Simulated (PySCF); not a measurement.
# Computed records: AlBFH3N, AlBFH4N, AlBClH3N, AlH5N2 and others

Computed with PySCF 2.14.0. Calculation on a computer-drawn molecule: the log of a Hartree-Fock and frozen-core CCSD(T) single point meant for a local Hartree-Fock minimum, with one planted fault or none, to be diagnosed. Offsets are logged minus clean, where the clean run is the same molecule without the fault. The reference is restricted for singlets and unrestricted otherwise, and also for a bond in bohr or an excited solution. Adding or removing an electron swaps singlet and doublet. The excited solution moves the top pair (singlet) or top alpha electron (doublet) to the lowest empty orbital. Highest occupied and lowest empty are orbital energies over both spins, largest force is the largest gradient component, triples share is (T) over the correlation energy, the T1 limit is 0.02 restricted and 0.045 unrestricted, electrons count all cores, a negative frequency is imaginary (commonest isotopes), and the dipole is about the centre of nuclear charge.

Common to all runs: logged SCF converged yes; possible faults no fault, one electron removed, one electron added, multiplicity raised by two, geometry at a saddle point, SCF held on an excited solution, minimal basis STO-3G, one bond length entered in bohr, all coordinates scaled.

(1) 
```xyz
7
formula=AlBFH3N meant_charge=1 meant_multiplicity=1 meant_basis=cc-pV(D+d)Z logged_electrons=36 logged_basis_functions=80 logged_spin_squared=0.7242 logged_highest_occupied=-15.46 logged_lowest_empty=-4.6255 logged_largest_force=0.022614 logged_T1_diagnostic=0.065583 logged_D1_diagnostic=0.3109 logged_triples_share=0.032861 logged_CC_converged=yes logged_dipole_magnitude=0.95814 logged_SCF_stable_within_its_kind=yes logged_energy_HF=-421.89726 logged_energy_CCSD(T)=-422.41777 planted_fault=one_bond_length_entered_in_bohr,row_5_of_the_drawn_bonds HF_energy_offset_from_clean_run=93.77 CCSD(T)_energy_offset_from_clean_run=93.7
N     -0.1918    -0.4445    -1.2884
Al    -0.3467     0.8806    -0.1908
B     -2.5624     1.4205    -0.1093
F     -3.7559     1.7095    -0.0666
H      0.6905    -0.8783    -1.5064
H     -1.5583    -1.3248    -2.2680
H      0.5035     1.7903     0.7251
```

Units: logged_highest_occupied, logged_lowest_empty in eV; logged_largest_force in hartree/bohr; logged_dipole_magnitude in debye; logged_energy_HF, logged_energy_CCSD(T) in hartree; HF_energy_offset_from_clean_run, CCSD(T)_energy_offset_from_clean_run in kcal/mol.

Drawn bonds:
| atom | other atom | order |
| --- | --- | --- |
| 1 | 2 | 1 |
| 2 | 3 | 1 |
| 3 | 4 | 1 |
| 1 | 5 | 1 |
| 1 | 6 | 1 |
| 2 | 7 | 1 |

Notes: T1 above single-reference limit.

(2) 
```xyz
7
formula=AlBFH3N meant_charge=1 meant_multiplicity=1 meant_basis=cc-pV(D+d)Z logged_electrons=36 logged_basis_functions=27 logged_spin_squared=0 logged_highest_occupied=-13.423 logged_lowest_empty=-0.032982 logged_largest_force=0.030806 logged_T1_diagnostic=0.024762 logged_D1_diagnostic=0.083144 logged_triples_share=0.057607 logged_CC_converged=yes logged_dipole_magnitude=1.5865 logged_SCF_stable_within_its_kind=yes logged_energy_HF=-416.80473 logged_energy_CCSD(T)=-416.9899 planted_fault=minimal_basis_STO-3G HF_energy_offset_from_clean_run=3289 CCSD(T)_energy_offset_from_clean_run=3500
N     -0.1918    -0.4445    -1.2884
Al    -0.3467     0.8806    -0.1908
B     -2.5624     1.4205    -0.1093
F     -3.7559     1.7095    -0.0666
H      0.6905    -0.8783    -1.5064
H     -0.9149    -0.9103    -1.8068
H      0.5035     1.7903     0.7251
```

Units: logged_highest_occupied, logged_lowest_empty in eV; logged_largest_force in hartree/bohr; logged_dipole_magnitude in debye; logged_energy_HF, logged_energy_CCSD(T) in hartree; HF_energy_offset_from_clean_run, CCSD(T)_energy_offset_from_clean_run in kcal/mol.

Drawn bonds:
| atom | other atom | order |
| --- | --- | --- |
| 1 | 2 | 1 |
| 2 | 3 | 1 |
| 3 | 4 | 1 |
| 1 | 5 | 1 |
| 1 | 6 | 1 |
| 2 | 7 | 1 |

Notes: T1 above single-reference limit.

(3) 
```xyz
7
formula=AlBFH3N meant_charge=1 meant_multiplicity=1 meant_basis=cc-pV(D+d)Z logged_electrons=36 logged_basis_functions=80 logged_spin_squared=0 logged_highest_occupied=-15.993 logged_lowest_empty=-4.5959 logged_largest_force=2.689e-05 logged_lowest_frequency=115.91 logged_T1_diagnostic=0.018537 logged_D1_diagnostic=0.056436 logged_triples_share=0.02418 logged_CC_converged=yes logged_dipole_magnitude=0.64034 logged_SCF_stable_within_its_kind=yes logged_energy_HF=-422.04669 logged_energy_CCSD(T)=-422.5671 planted_fault=no_fault HF_energy_offset_from_clean_run=0 CCSD(T)_energy_offset_from_clean_run=0
N     -0.1918    -0.4445    -1.2884
Al    -0.3467     0.8806    -0.1908
B     -2.5624     1.4205    -0.1093
F     -3.7559     1.7095    -0.0666
H      0.6905    -0.8783    -1.5064
H     -0.9149    -0.9103    -1.8068
H      0.5035     1.7903     0.7251
```

Units: logged_highest_occupied, logged_lowest_empty in eV; logged_largest_force in hartree/bohr; logged_lowest_frequency in cm⁻¹; logged_dipole_magnitude in debye; logged_energy_HF, logged_energy_CCSD(T) in hartree; HF_energy_offset_from_clean_run, CCSD(T)_energy_offset_from_clean_run in kcal/mol.

Drawn bonds:
| atom | other atom | order |
| --- | --- | --- |
| 1 | 2 | 1 |
| 2 | 3 | 1 |
| 3 | 4 | 1 |
| 1 | 5 | 1 |
| 1 | 6 | 1 |
| 2 | 7 | 1 |

(4) 
```xyz
8
formula=AlBFH4N meant_charge=0 meant_multiplicity=1 meant_basis=cc-pV(D+d)Z logged_electrons=38 logged_basis_functions=85 logged_spin_squared=0 logged_highest_occupied=-10.05 logged_lowest_empty=1.3622 logged_largest_force=0.059544 logged_T1_diagnostic=0.014961 logged_D1_diagnostic=0.050389 logged_triples_share=0.021129 logged_CC_converged=yes logged_dipole_magnitude=1.1028 logged_SCF_stable_within_its_kind=yes logged_energy_HF=-422.86976 logged_energy_CCSD(T)=-423.41695 planted_fault=all_coordinates_scaled,by_-4.6_% HF_energy_offset_from_clean_run=10.94 CCSD(T)_energy_offset_from_clean_run=14.42
N      0.9639     0.7538     0.0127
Al     0.3641    -0.3836    -1.0749
B     -1.2082    -1.6046    -0.4876
F     -1.6748    -1.4917     0.6975
H      0.6365     0.8890     0.9020
H      1.6824     1.3628    -0.1577
H      1.0152    -0.4500    -2.4378
H     -1.7330    -2.4053    -1.1288
```

Units: logged_highest_occupied, logged_lowest_empty in eV; logged_largest_force in hartree/bohr; logged_dipole_magnitude in debye; logged_energy_HF, logged_energy_CCSD(T) in hartree; HF_energy_offset_from_clean_run, CCSD(T)_energy_offset_from_clean_run in kcal/mol.

Drawn bonds:
| atom | other atom | order |
| --- | --- | --- |
| 1 | 2 | 1 |
| 2 | 3 | 1 |
| 3 | 4 | 1 |
| 1 | 5 | 1 |
| 1 | 6 | 1 |
| 2 | 7 | 1 |
| 3 | 8 | 1 |

(5) 
```xyz
8
formula=AlBFH4N meant_charge=0 meant_multiplicity=1 meant_basis=cc-pV(D+d)Z logged_electrons=38 logged_basis_functions=85 logged_spin_squared=0.7841 logged_highest_occupied=-7.7926 logged_lowest_empty=0.84041 logged_largest_force=0.011372 logged_T1_diagnostic=0.054654 logged_D1_diagnostic=0.26221 logged_triples_share=0.027607 logged_CC_converged=yes logged_dipole_magnitude=1.0835 logged_SCF_stable_within_its_kind=yes logged_energy_HF=-422.78637 logged_energy_CCSD(T)=-423.3319 planted_fault=one_bond_length_entered_in_bohr,row_6_of_the_drawn_bonds HF_energy_offset_from_clean_run=63.27 CCSD(T)_energy_offset_from_clean_run=67.79
N      1.0104     0.7902     0.0133
Al     0.3816    -0.4021    -1.1268
B     -1.2665    -1.6820    -0.5111
F     -1.7556    -1.5636     0.7311
H      0.6672     0.9319     0.9455
H      1.7635     1.4285    -0.1653
H      1.6715    -0.5337    -3.8264
H     -1.8166    -2.5213    -1.1833
```

Units: logged_highest_occupied, logged_lowest_empty in eV; logged_largest_force in hartree/bohr; logged_dipole_magnitude in debye; logged_energy_HF, logged_energy_CCSD(T) in hartree; HF_energy_offset_from_clean_run, CCSD(T)_energy_offset_from_clean_run in kcal/mol.

Drawn bonds:
| atom | other atom | order |
| --- | --- | --- |
| 1 | 2 | 1 |
| 2 | 3 | 1 |
| 3 | 4 | 1 |
| 1 | 5 | 1 |
| 1 | 6 | 1 |
| 2 | 7 | 1 |
| 3 | 8 | 1 |

Notes: T1 above single-reference limit.

(6) 
```xyz
7
formula=AlBClH3N meant_charge=0 meant_multiplicity=2 meant_basis=cc-pV(D+d)Z logged_electrons=45 logged_basis_functions=89 logged_spin_squared=3.7968 logged_highest_occupied=-5.6493 logged_lowest_empty=-1.518 logged_largest_force=0.12583 logged_dipole_magnitude=10.161 logged_SCF_stable_within_its_kind=yes logged_energy_HF=-782.17116 planted_fault=multiplicity_raised_by_two HF_energy_offset_from_clean_run=92.93
N     -1.4094     1.7277     0.3469
Al    -1.9809     0.0670     0.5204
B     -2.2089    -1.1460    -1.1773
Cl    -3.2621    -1.7350    -2.4229
H     -1.1763     2.3278     1.1164
H     -1.2556     2.2173    -0.5146
H     -2.1546    -0.5412     1.9660
```

Units: logged_highest_occupied, logged_lowest_empty in eV; logged_largest_force in hartree/bohr; logged_dipole_magnitude in debye; logged_energy_HF in hartree; HF_energy_offset_from_clean_run in kcal/mol.

Drawn bonds:
| atom | other atom | order |
| --- | --- | --- |
| 1 | 2 | 1 |
| 2 | 3 | 1 |
| 3 | 4 | 1 |
| 1 | 5 | 1 |
| 1 | 6 | 1 |
| 2 | 7 | 1 |

Notes: coupled-cluster numbers left out as unreliable.

(7) 
```xyz
8
formula=AlH5N2 meant_charge=0 meant_multiplicity=1 meant_basis=cc-pV(D+d)Z logged_electrons=32 logged_basis_functions=76 logged_spin_squared=2.0109 logged_highest_occupied=-3.1259 logged_lowest_empty=-0.22873 logged_largest_force=0.10879 logged_dipole_magnitude=5.8466 logged_SCF_stable_within_its_kind=yes logged_energy_HF=-353.60613 planted_fault=multiplicity_raised_by_two HF_energy_offset_from_clean_run=126
N      1.5788     0.3590    -0.5437
Al     1.2022     1.8207    -1.4616
N      0.2471     1.7261    -2.9449
H      1.3025    -0.5771    -0.7723
H      2.1159     0.3492     0.3029
H      1.7221     3.2200    -0.9533
H     -0.1315     0.8955    -3.3591
H      0.0009     2.5191    -3.5069
```

Units: logged_highest_occupied, logged_lowest_empty in eV; logged_largest_force in hartree/bohr; logged_dipole_magnitude in debye; logged_energy_HF in hartree; HF_energy_offset_from_clean_run in kcal/mol.

Drawn bonds:
| atom | other atom | order |
| --- | --- | --- |
| 1 | 2 | 1 |
| 2 | 3 | 1 |
| 1 | 4 | 1 |
| 1 | 5 | 1 |
| 2 | 6 | 1 |
| 3 | 7 | 1 |
| 3 | 8 | 1 |

Notes: coupled-cluster numbers left out as unreliable.

(8) 
```xyz
8
formula=AlH5N2 meant_charge=0 meant_multiplicity=1 meant_basis=cc-pV(D+d)Z logged_electrons=31 logged_basis_functions=76 logged_spin_squared=0.7604 logged_highest_occupied=-15.238 logged_lowest_empty=-6.4628 logged_largest_force=0.095479 logged_T1_diagnostic=0.075876 logged_D1_diagnostic=0.43866 logged_triples_share=0.0277 logged_CC_converged=yes logged_dipole_magnitude=5.612 logged_SCF_stable_within_its_kind=yes logged_energy_HF=-353.50742 logged_energy_CCSD(T)=-353.93099 planted_fault=one_electron_removed HF_energy_offset_from_clean_run=188 CCSD(T)_energy_offset_from_clean_run=208.2
N      1.5788     0.3590    -0.5437
Al     1.2022     1.8207    -1.4616
N      0.2471     1.7261    -2.9449
H      1.3025    -0.5771    -0.7723
H      2.1159     0.3492     0.3029
H      1.7221     3.2200    -0.9533
H     -0.1315     0.8955    -3.3591
H      0.0009     2.5191    -3.5069
```

Units: logged_highest_occupied, logged_lowest_empty in eV; logged_largest_force in hartree/bohr; logged_dipole_magnitude in debye; logged_energy_HF, logged_energy_CCSD(T) in hartree; HF_energy_offset_from_clean_run, CCSD(T)_energy_offset_from_clean_run in kcal/mol.

Drawn bonds:
| atom | other atom | order |
| --- | --- | --- |
| 1 | 2 | 1 |
| 2 | 3 | 1 |
| 1 | 4 | 1 |
| 1 | 5 | 1 |
| 2 | 6 | 1 |
| 3 | 7 | 1 |
| 3 | 8 | 1 |

Notes: T1 above single-reference limit.

(9) 
```xyz
8
formula=AlH5N2 meant_charge=0 meant_multiplicity=1 meant_basis=cc-pV(D+d)Z logged_electrons=32 logged_basis_functions=76 logged_spin_squared=0 logged_highest_occupied=-1.4708 logged_lowest_empty=-5.9631 logged_largest_force=0.12212 logged_CC_converged=no logged_dipole_magnitude=8.262 logged_SCF_stable_within_its_kind=no logged_energy_HF=-353.13835 planted_fault=SCF_held_on_an_excited_solution HF_energy_offset_from_clean_run=419.6
N      1.5788     0.3590    -0.5437
Al     1.2022     1.8207    -1.4616
N      0.2471     1.7261    -2.9449
H      1.3025    -0.5771    -0.7723
H      2.1159     0.3492     0.3029
H      1.7221     3.2200    -0.9533
H     -0.1315     0.8955    -3.3591
H      0.0009     2.5191    -3.5069
```

Units: logged_highest_occupied, logged_lowest_empty in eV; logged_largest_force in hartree/bohr; logged_dipole_magnitude in debye; logged_energy_HF in hartree; HF_energy_offset_from_clean_run in kcal/mol.

Drawn bonds:
| atom | other atom | order |
| --- | --- | --- |
| 1 | 2 | 1 |
| 2 | 3 | 1 |
| 1 | 4 | 1 |
| 1 | 5 | 1 |
| 2 | 6 | 1 |
| 3 | 7 | 1 |
| 3 | 8 | 1 |

Notes: CCSD not converged.

(10) 
```xyz
6
formula=AlFH2NO meant_charge=-1 meant_multiplicity=1 meant_basis=aug-cc-pV(D+d)Z logged_electrons=40 logged_basis_functions=119 logged_spin_squared=0 logged_highest_occupied=0.6404 logged_lowest_empty=-4.3795 logged_largest_force=0.13201 logged_CC_converged=no logged_dipole_magnitude=0.91309 logged_SCF_stable_within_its_kind=no logged_energy_HF=-471.50747 planted_fault=SCF_held_on_an_excited_solution HF_energy_offset_from_clean_run=328.4
N     -0.4996     1.0673    -1.9671
Al     0.5326     1.3115    -0.4944
O      0.4895     2.5208     0.5772
F      1.5601    -0.0309    -0.5018
H     -1.2206     1.6951    -2.2539
H     -0.4284     0.2967    -2.5978
```

Units: logged_highest_occupied, logged_lowest_empty in eV; logged_largest_force in hartree/bohr; logged_dipole_magnitude in debye; logged_energy_HF in hartree; HF_energy_offset_from_clean_run in kcal/mol.

Drawn bonds:
| atom | other atom | order |
| --- | --- | --- |
| 1 | 2 | 1 |
| 2 | 3 | 1 |
| 2 | 4 | 1 |
| 1 | 5 | 1 |
| 1 | 6 | 1 |

Notes: CCSD not converged; highest electron not bound in this basis.
